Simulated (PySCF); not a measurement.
Numbering as in the mapped SMILES `[CH3:1][CH2:2][CH2:3][O:4][C:5](=[O:6])[c:7]1[cH:8][cH:9][cH:10][cH:11][cH:12]1` (H(Xn): hydrogen on atom n).

[PySCF 2.14: geometry: PBE0-D3(BJ)/def2-SVP; shieldings: GIAO PBE/pcSseg-1; J couplings at B3LYP/pcJ-1 (without the spin–dipole term); no relativistic terms; no solvent model; fast rotation and ring inversion assumed for equivalent nuclei; single conformer]

Q: Predict the 2D correlation tables (HSQC, COSY, HMBC).

A: 

HSQC (one-bond C–H):
```
                 δH              δC  $^{1}J$(C,H) (Hz)
8.21 (H(C8)/H(C12))  133.1 (C8/C12)                172
      7.47 (H(C10))     135.7 (C10)                167
7.44 (H(C9)/H(C11))  131.4 (C9/C11)                168
       4.19 (H(C3))       69.5 (C3)                151
       1.76 (H(C2))       25.2 (C2)                135
       0.96 (H(C1))       11.2 (C1)                132
```

COSY cross peaks (|J| ≥ 2 Hz):
```
                 δH                   δH  abs. J (Hz)  bonds
8.21 (H(C8)/H(C12))  7.44 (H(C9)/H(C11))          8.8      3
      7.47 (H(C10))  7.44 (H(C9)/H(C11))          8.3      3
       4.19 (H(C3))         1.76 (H(C2))          8.1      3
       1.76 (H(C2))         0.96 (H(C1))          8.5      3
```

HMBC (two and three bonds, |J| ≥ 2.5 Hz):
```
                 δH                                          δC [abs. J in Hz]
8.21 (H(C8)/H(C12))  166.1 (C5) [4.5], 135.7 (C10) [8.4], 133.1 (C8/C12) [6.3]
      7.47 (H(C10))                                       133.1 (C8/C12) [8.0]
7.44 (H(C9)/H(C11))                     132.5 (C7) [7.9], 131.4 (C9/C11) [8.1]
       4.19 (H(C3))                                           166.1 (C5) [5.9]
       1.76 (H(C2))                           69.5 (C3) [6.1], 11.2 (C1) [4.0]
       0.96 (H(C1))                           69.5 (C3) [7.8], 25.2 (C2) [3.4]
```

δ = σ(ref) − σ, references computed at the same level: $^{1}$H and $^{13}$C vs TMS.

Short H···H contacts in this conformer between protons four or more bonds apart (candidates for NOE cross peaks, intensity ∝ r⁻⁶): H(C1)···H(C3) 2.60 Å.

Unscaled 3J(H,H) at this level run about 10 % above measured values. Shifts are as computed. Against solution values, carbons near 30 ppm lie about +2 ppm off and those near 130 ppm about +2 ppm (rms about the fit 1.8 ppm; single classes can miss by 10 ppm). Of 1328 compounds with measured shifts, 309 miss one by over three times the rms of a fit or turn the order of signals round; such compounds aren't used in these exercises. Signals without a measured value on file couldn't be tested in this way. Chain 3J(H,H) values assume equally populated staggered rotamers: (2 J gauche + J anti)/3.
